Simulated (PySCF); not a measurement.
C3H5NOSi, SMILES O[Si@@H]1C=CC=N1.

Geometry optimised at PBE0-D3(BJ)/def2-SVP. The structure was generated by enumeration; whether it is a known compound was not checked. Other conformers were not sampled.

Two levels are set side by side: PBE/def2-TZVP (PySCF) and M06-2X/def2-TZVP (PySCF). Same geometry, gas phase. Differences are taken from unrounded values.

```tsv
quantity	M06-2X	PBE	PBE minus M06-2X
orbital gap (eV)	7.55	2.83	-4.71
highest occupied level (eV)	-8.78	-5.92	2.86
lowest empty level (eV)	-1.24	-3.09	-1.85
dipole moment (D)	2.88	2.71	-0.17
mean polarisability (bohr³)	62.3	65.7	3.4
```

Without exact exchange PBE keeps part of each electron's self-repulsion, which lifts occupied levels and narrows the gap. Loosely held outer electrons make PBE densities more polarisable. Differences between two approximate levels are no errors against the true value.

Rough cost on one machine, each run with all the roots and properties that it gave: M06-2X against PBE about 3 times.
